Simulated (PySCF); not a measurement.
C2H2.

```xyz
4

C      0.0000     0.0000     0.6040
C      0.0000     0.0000    -0.6040
H      0.0000     0.0000     1.6752
H      0.0000     0.0000    -1.6752
```

Geometry: PBE-D3(BJ)/def2-TZVPD.

All values below come from PBE0/pcSseg-2 run with PySCF. Non-relativistic, no solvent.

Computed absolute GIAO shielding of each atom: isotropic value and principal components (ppm):
```json
[
 {"atom": "C1", "σ(iso)": "107.6", "σ11": "21.9", "σ22": "21.9", "σ33": "279.1", "span": "257.2"},
 {"atom": "C2", "σ(iso)": "107.6", "σ11": "21.9", "σ22": "21.9", "σ33": "279.1", "span": "257.2"},
 {"atom": "H3", "σ(iso)": "30.0", "σ11": "24.9", "σ22": "24.9", "σ33": "40.2", "span": "15.4"},
 {"atom": "H4", "σ(iso)": "30.0", "σ11": "24.9", "σ22": "24.9", "σ33": "40.2", "span": "15.4"}
]
```
